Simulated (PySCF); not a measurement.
## `CC#CC[C@@H](Cl)[C@@H](C)O`, C$_{7}$H$_{11}$ClO

Geometry:
```
atom   x (Å)   y (Å)   z (Å)
  C1   3.592   0.446  -1.108
  C2   2.468   0.105  -0.263
  C3   1.547  -0.166   0.454
  C4   0.426  -0.510   1.309
  C5  -0.804  -0.841   0.465
 Cl6  -2.059  -1.568   1.528
  C7  -1.389   0.413  -0.207
  C8  -2.513   0.054  -1.179
  O9  -1.807   1.352   0.748
 H10   4.038  -0.458  -1.521
 H11   4.344   0.977  -0.525
 H12   3.263   1.086  -1.927
 H13   0.191   0.336   1.962
 H14   0.695  -1.369   1.929
 H15  -0.567  -1.597  -0.287
 H16  -0.571   0.900  -0.750
 H17  -2.132  -0.558  -1.992
 H18  -3.298  -0.494  -0.663
 H19  -2.937   0.966  -1.591
 H20  -2.491   0.937   1.291
```

The calculation used PySCF 2.14.0, GIAO B3LYP/pcSseg-1 magnetisability, rotational g tensor and spin-rotation constants, non-relativistic, gas phase. Geometry: GFN2-xTB.

Question: What are the magnetisability and the molar susceptibility?

Answer: Isotropic -1711 × 10⁻³⁰ J/T², or -103.1 × 10⁻⁶ cm³/mol; principal values -1862, -1668, -1603 × 10⁻³⁰ J/T², anisotropy 234 × 10⁻³⁰ J/T² (root of half the summed squared differences of the principal values). The susceptibility is in cgs units.

Question: Split it along the inertial axes a, b, c into diamagnetic and paramagnetic parts about the centre of mass, with the quadrupole moment.

Answer: 
| axis | χ (10⁻⁶ cm³/mol) | diamagnetic (10⁻⁶ cm³/mol) | paramagnetic (10⁻⁶ cm³/mol) | summed x² of all electrons (Å²) | quadrupole Θ (D Å) |
| --- | --- | --- | --- | --- | --- |
| a | -110.7 | -696.4 | 585.7 | 381.3 | +8.58 |
| b | -98.1 | -1835.2 | 1737.1 | 112.9 | -4.32 |
| c | -100.4 | -2096.9 | 1996.6 | 51.2 | -4.26 |

Anisotropies 2χaa − χbb − χcc = -23.1 and 2χbb − χaa − χcc = +15.0 × 10⁻⁶ cm³/mol. Θ is traceless in Buckingham's convention.

Question: And the rotational g tensor?

Answer: 
| axis | rotational constant (GHz) | g | nuclear part | electronic part |
| --- | --- | --- | --- | --- |
| a | 2.1223 | -0.0027 | 0.5813 | -0.5839 |
| b | 0.6957 | -0.0025 | 0.5653 | -0.5678 |
| c | 0.6016 | -0.0016 | 0.5627 | -0.5643 |

Asymmetric top; isotopes 12C, 35Cl, 1H, 16O; no vibrational averaging.
